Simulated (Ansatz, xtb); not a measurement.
## A geometry optimisation of AlFH4NP with r2SCAN-D4/def2-SVP

The starting geometry of this gas-phase singlet was built from a drawn formula by distance geometry and a force field; its bonds are those of `FP[NH][AlH2]`.

```yaml
atoms:
  - { symbol: Al, position_ang: [-0.9447, -0.8278, -1.2088] }
  - { symbol: F, position_ang: [-3.9556, 2.1374, -0.2949] }
  - { symbol: N, position_ang: [-2.3003, 0.1680, -0.3086] }
  - { symbol: P, position_ang: [-2.8843, 1.4384, -1.4378] }
  - { symbol: H, position_ang: [-1.7811, 2.3275, -1.1297] }
  - { symbol: H, position_ang: [-3.1359, -0.4794, -0.1732] }
  - { symbol: H, position_ang: [0.5199, -0.9420, -0.5584] }
  - { symbol: H, position_ang: [-1.2950, -1.5198, -2.5723] }
```

Question: Predict what it relaxes into with r2SCAN-D4/def2-SVP.

Answer: It keeps its bonds, and is `FP[NH][AlH2]`.

The energy falls by 1.18 eV over 15 steps:

| step | E − E(last) (eV) |
| --- | --- |
| 1 | 1.180 |
| 3 | 0.708 |
| 4 | 0.557 |
| 6 | 0.283 |
| 7 | 0.163 |
| 9 | 0.030 |
| 10 | 0.011 |
| 12 | 0.001 |
| 13 | 0.001 |
| 15 | 0.000 |

Final geometry (Å):

```tsv
atom	x (Å)	y (Å)	z (Å)
Al	-1.0715	-0.7674	-1.1370
F	-2.9177	1.7662	0.6586
N	-2.6636	0.0700	-1.3127
P	-3.0404	1.7004	-0.9821
H	-1.7111	2.1942	-1.2200
H	-3.5040	-0.4784	-1.4985
H	0.1804	0.1564	-0.8582
H	-1.0492	-2.3392	-1.3337
```

From the same start GFN2-xTB ends elsewhere, at `[H]/P=[NH+]\[AlH2-][F]`.

No frequencies were run, so the end isn't proven a minimum. Run with Ansatz 0.2.0, 28 s on 2 threads of Arm Neoverse V2, with other jobs on the host.
